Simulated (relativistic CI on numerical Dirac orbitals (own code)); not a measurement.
## Ligand-field terms of d8

Computed with a parametric ligand-field model of a d^n configuration (Racah B and C, spin-orbit zeta, crystal field), exact diagonalisation.

Field parameters in Wybourne normalisation: Oh B⁴₀ = 21Dq, B⁴₄ = √(5/14) B⁴₀. The field is a parameter set, without covalency.

(1) Ground term and bands for B = 300, C = 1070, ζ = 0 cm⁻¹, Oh, 10Dq = 6300 cm⁻¹?

(2) Ground term and bands for B = 300, C = 1070, ζ = 0 cm⁻¹, Oh, 10Dq = 10500 cm⁻¹?

(3) Ground term and bands for B = 300, C = 1070, ζ = 0 cm⁻¹, Oh, 10Dq = 6900 cm⁻¹?

(4) Ground term and bands for B = 300, C = 1070, ζ = 0 cm⁻¹, Oh, 10Dq = 7500 cm⁻¹?

(5) Ground term and bands for B = 300, C = 1070, ζ = 0 cm⁻¹, Oh, 10Dq = 11100 cm⁻¹?

Answers

(1) Ground term 3A2 with 2.00 electrons in the two orbitals of the cubic e set. Spin-allowed: 3T2 6300 cm⁻¹ (1587 nm), 3T1 9154 cm⁻¹ (1092 nm), 3T1 14246 cm⁻¹ (702 nm). Lowest spin-forbidden: 1E 4457 cm⁻¹ (2244 nm), 1A1 7991 cm⁻¹ (1251 nm), 1T2 10680 cm⁻¹ (936 nm). With an A2 ground term the first spin-allowed band lies at |10Dq| itself.

(2) Ground term 3A2 with 2.00 electrons in the two orbitals of the cubic e set. Spin-allowed: 3T2 10500 cm⁻¹ (952 nm), 3T1 13705 cm⁻¹ (730 nm), 3T1 22295 cm⁻¹ (449 nm). Lowest spin-forbidden: 1E 4489 cm⁻¹ (2227 nm), 1A1 8364 cm⁻¹ (1196 nm), 1T2 14941 cm⁻¹ (669 nm). With an A2 ground term the first spin-allowed band lies at |10Dq| itself.

(3) Ground term 3A2 with 2.00 electrons in the two orbitals of the cubic e set. Spin-allowed: 3T2 6900 cm⁻¹ (1449 nm), 3T1 9834 cm⁻¹ (1017 nm), 3T1 15366 cm⁻¹ (651 nm). Lowest spin-forbidden: 1E 4464 cm⁻¹ (2240 nm), 1A1 8065 cm⁻¹ (1240 nm), 1T2 11293 cm⁻¹ (886 nm). With an A2 ground term the first spin-allowed band lies at |10Dq| itself.

(4) Ground term 3A2 with 2.00 electrons in the two orbitals of the cubic e set. Spin-allowed: 3T2 7500 cm⁻¹ (1333 nm), 3T1 10500 cm⁻¹ (952 nm), 3T1 16500 cm⁻¹ (606 nm). Lowest spin-forbidden: 1E 4470 cm⁻¹ (2237 nm), 1A1 8130 cm⁻¹ (1230 nm), 1T2 11904 cm⁻¹ (840 nm). With an A2 ground term the first spin-allowed band lies at |10Dq| itself.

(5) Ground term 3A2 with 2.00 electrons in the two orbitals of the cubic e set. Spin-allowed: 3T2 11100 cm⁻¹ (901 nm), 3T1 14331 cm⁻¹ (698 nm), 3T1 23469 cm⁻¹ (426 nm). Lowest spin-forbidden: 1E 4492 cm⁻¹ (2226 nm), 1A1 8398 cm⁻¹ (1191 nm), 1T2 15546 cm⁻¹ (643 nm). With an A2 ground term the first spin-allowed band lies at |10Dq| itself.
